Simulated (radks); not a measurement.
Valence configurations of neutral strontium (all share [Kr]). Calculated with a radial shooting solver on a logarithmic mesh with Libxc functionals: scalar-relativistic Kohn-Sham, BLYP, spin-polarised, spherical densities, finite nucleus; open shells are filled with parallel spins first (spin-orbit coupling, left out, can overturn this in heavy ions); Fermi nuclear charge, rms radius 4.224 fm. Energies are relative to 5s2; eigenvalues in eV for spin up.

| valence | E (eV) | moment (Bohr magnetons) | e(4d) | e(5p) | e(5s) |
|---|---|---|---|---|---|
| 5s2 | 0.000 | 0 | - | - | -3.376 |
| 4d1 5s1 | 2.033 | 2 | -0.950 | - | -3.435 |
| 5s1 5p1 | 2.016 | 2 | - | -1.838 | -4.323 |
| 5s1.5 5p0.5 | 1.076 | 1 | - | -1.503 | -3.882 |
| 4d1 5s0.5 5p0.5 | 3.150 | 2 | -1.301 | -1.462 | -3.717 |
| 4d1.5 5s0.5 | 3.279 | 2 | -0.897 | - | -3.396 |

NIST lists [Kr] 5s2 as the ground configuration; this level of theory agrees among the configurations tried. The energies are those of spherical high-spin densities, not of single terms.
